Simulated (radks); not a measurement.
The carbon ion C2+ inside a hard spherical wall (all orbitals vanish at R), configuration held at [He] 2s2 and not refilled when levels cross. All-electron calculation, non-relativistic Kohn-Sham, PBE, spin-polarised, spherical densities, point nucleus. Program: a radial shooting solver on a logarithmic mesh with Libxc functionals. Eigenvalues in eV for spin up, with the zero of energy where the potential of the charges vanishes at infinity; a dash marks a level that is unbound or too diffuse for the functional's potential to be trusted. A positive occupied level is held by the wall or, in an anion where self-interaction has pushed it up, behind a barrier. The pressure on the wall is -dE/dV.

| R (bohr) | E (hartree) | kinetic (hartree) | e(1s) | e(2s) | e(2p, empty) | e(3s, empty) | pressure (GPa) |
|---|---|---|---|---|---|---|---|
| free | -36.46109 | 36.376 | -308.42 | -40.361 | -31.767 | - | 0 |
| 15 | -36.46109 | 36.376 | -308.42 | -40.361 | -31.767 | - | < 0.0001 |
| 12 | -36.46109 | 36.376 | -308.42 | -40.361 | -31.767 | - | < 0.0001 |
| 6 | -36.46107 | 36.376 | -308.42 | -40.360 | -31.766 | -10.909 | 0.00328 |
| 4 | -36.45557 | 36.431 | -308.15 | -40.158 | -31.508 | -2.254 | 2.21 |
| 3 | -36.38467 | 36.876 | -306.24 | -38.388 | -29.577 | 20.009 | 50.2 |
| 2 | -35.55174 | 39.977 | -296.32 | -23.367 | -16.296 | 112.27 | 1320 |
| 1.5 | -33.17588 | 46.346 | -281.84 | 14.124 | 11.283 | 271.50 | 9210 |
